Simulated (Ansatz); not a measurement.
Computed with Ansatz on PBE0-D4/def2-TZVP structures; ΔE is electronic, products minus reactants. CCSD(T)/CBS is the MP2 limit (def2-TZVPP, def2-QZVPP) plus CCSD(T) − MP2 in def2-TZVPP, frozen cores. Functionals use def2-TZVPP. Elements past krypton have def2 core potentials. For W outer-core shells are correlated without core-valence functions, which leaves a few kJ/mol of doubt a bond. One conformer a species, not always the lowest.

Consider the isomerisation: `C[N]=[W](=[O])([F])[O]C` → `C[N](C)[W](=[O])(=[O])[F]`.

```csv
level,ΔE (kJ/mol)
B2PLYP,-59.7
PBE,-61.4
r2SCAN,-63.6
r2SCAN0,-59.1
```

Q: What does CCSD(T)/CBS give? (An estimate is asked.)

A: Ansatz gave: -62.4 kJ/mol. The listed levels differ from it by 2.7, 1.0, -1.2, 3.3 kJ/mol.

Largest T1 diagnostic among the species: 0.021, so the coupled-cluster value is less sure than usual.

Leaving LDA and LC-ωPBE aside and taking each functional with its dispersion term where it has one, the values, not all of them listed here, spread over 17.1 kJ/mol, from revPBE-D4 to BHLYP-D4. LDA lies −3.3 kJ/mol from PBE without D4. In def2-TZVPP, CCSD(T) changes the Hartree–Fock value by −25.4 kJ/mol (the triples alone add −5.5 kJ/mol) and MP2 by −29.9 kJ/mol.
